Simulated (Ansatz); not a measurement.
Input file:

```yaml
crystal:
  periodic: [false, false, false]
  atoms:
    - { symbol: C, position_ang: [0.18378, 2.422768, 0.182076] }
    - { symbol: C, position_ang: [0.148754, 1.266731, -0.235702] }
    - { symbol: B, position_ang: [0.123242, -0.21174, -0.655638] }
    - { symbol: C, position_ang: [-0.150957, -1.385193, 0.350633] }
    - { symbol: F, position_ang: [0.325545, -0.497804, -1.954664] }
    - { symbol: H, position_ang: [0.207865, 3.443079, 0.543421] }
    - { symbol: H, position_ang: [0.490709, -2.263718, 0.131704] }
    - { symbol: H, position_ang: [-1.203233, -1.727618, 0.209567] }
    - { symbol: H, position_ang: [-0.037206, -1.092905, 1.411604] }
magnetization:
  spin_polarized: true
basis:
  gaussian: { orbitals: def2-SVP }
hamiltonian:
  xc: pbe
md:
  timestep: 0.5
  n_steps: 200
  ensemble: nve
  temperature: 100.0
  initial_velocities: maxwell_boltzmann
  seed: 5736
```

Run as:

```bash
$ ansatz run input.yaml --threads 2 --pin off --max-ram 3072MiB --backend cpu --events-out ev --progress --plain --runs-dir out
```

Hardware: 2 threads of Arm Neoverse V2, on a shared host.

Roughly how long does this run take, and how much memory?

5.8 min, with a peak of 0.14 GiB, for 201 ionic steps.
